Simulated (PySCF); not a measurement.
C₉H₅N₃S₂, SMILES c12nsnc1c(ccc2)-c1sccn1. Atoms are numbered in the order given.

```xyz
19

C      2.6951    -1.4379     0.0000
C      2.1966    -0.1023     0.0000
C      0.8426     0.1881     0.0000
C      0.3832     1.5769     0.0000
N      1.2057     2.5993     0.0000
C      0.5397     3.7869     0.0000
C     -0.8311     3.6948     0.0000
S     -1.3168     2.0383     0.0000
C     -0.0572    -0.9308     0.0000
N     -1.3897    -0.8713     0.0000
S     -1.9407    -2.4193     0.0000
N     -0.5088    -3.2181     0.0000
C      0.4570    -2.2933     0.0000
C      1.8614    -2.5314     0.0000
H      3.7777    -1.5849     0.0000
H      2.8926     0.7377     0.0000
H      1.1018     4.7225     0.0000
H     -1.5622     4.5011     0.0000
H      2.2360    -3.5554     0.0000
```
Charge 0, spin multiplicity 1.

Geometry optimised at B3LYP-D3(BJ)/def2-SVP. This is a generated structure with no PubChem entry under its InChIKey; it may be hypothetical. One conformer was computed; it need not be the lowest.

Level of theory: PBE0/pcSseg-1 (PySCF).

GIAO shieldings, no solvent; atoms alike by connectivity are averaged. δ = σ(ref) − σ: ¹³C against TMS (σ = 186.3 ppm); ¹⁵N against NH3 (σ = 267.4 ppm); ³³S against H2S (σ = 716.7 ppm); ¹H against TMS (σ = 31.56 ppm), references at their B3LYP-D3(BJ)/def2-TZVP geometries, non-relativistic.

| atoms | nucleus | count | δ (ppm) |
|---|---|---|---|
| C4 | ¹³C | 1 | 171.5 |
| C13 | ¹³C | 1 | 162.2 |
| C9 | ¹³C | 1 | ? |
| C6 | ¹³C | 1 | ? |
| C1 | ¹³C | 1 | ? |
| C2 | ¹³C | 1 | ? |
| C7 | ¹³C | 1 | 135.3 |
| C3 | ¹³C | 1 | ? |
| C14 | ¹³C | 1 | 130.5 |
| N12 | ¹⁵N | 1 | 403.0 |
| N10 | ¹⁵N | 1 | 393.0 |
| N5 | ¹⁵N | 1 | ? |
| S11 | ³³S | 1 | ? |
| S8 | ³³S | 1 | ? |
| H16 | ¹H | 1 | ? |
| H19 | ¹H | 1 | 8.57 |
| H17 | ¹H | 1 | 8.43 |
| H15 | ¹H | 1 | 8.26 |
| H18 | ¹H | 1 | 7.80 |

### Question
What belongs in the gaps? (The exact figures need the calculation; the answer reports its results.)

### Answer

- C9, δ (ppm): 158.9
- S11, δ (ppm): 798.7
- C6, δ (ppm): 149.9
- N5, δ (ppm): 355.6
- C3, δ (ppm): 133.0
- C2, δ (ppm): 135.6
- H16, δ (ppm): 9.63
- S8, δ (ppm): 511.6
- C1, δ (ppm): 138.2
